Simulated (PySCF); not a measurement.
**Finite-field polarisability of B (boron, neutral)**

[He] 2s2 2p1, 2P determinant. Calculation: PySCF 2.14, in ANO-RCC-VTZP (4s3p2d1f, 30 functions); the spin-free X2C one-electron Hamiltonian (Gaussian nucleus). Frozen: 1s2. Energy changes in a uniform field (μhartree):

| axis | F (au) | HF | MP2 | CCSD | CCSD(T) |
| --- | --- | --- | --- | --- | --- |
| x | 0.0033 | -99.091 | -76.687 | -85.604 | -85.966 |
| x | 0.0066 | -396.148 | -308.099 | -342.491 | -343.890 |
| y | 0.0033 | -102.813 | -95.687 | -93.244 | -93.049 |
| y | 0.0066 | -411.144 | -382.690 | -372.936 | -372.160 |

By symmetry the remaining axis equals x.

Task: Derive α along x at CCSD(T) from the two fields.

Result: With ΔE = −αF²/2 − γF⁴/24, α = −(16 ΔE(F) − ΔE(2F))/(6F²) = 15.79 bohr³.

Task: And the mean polarisability at each level?

Result: The components xx, yy, zz at CCSD(T) are 15.79, 17.09, 15.79, the third axis being equal by symmetry to one of the two computed. Means: HF 18.43, MP2 15.23, CCSD 16.19, CCSD(T) 16.22 bohr³. Reference: 20.5 ± 0.1 bohr³ (recommended; Schwerdtfeger and Nagle, table of static dipole polarizabilities (2023 update)).

CCSD(T) lies more than 5 % below the reference, which points to too few diffuse and polarisation functions.

The basis has no added diffuse functions, which lowers α.
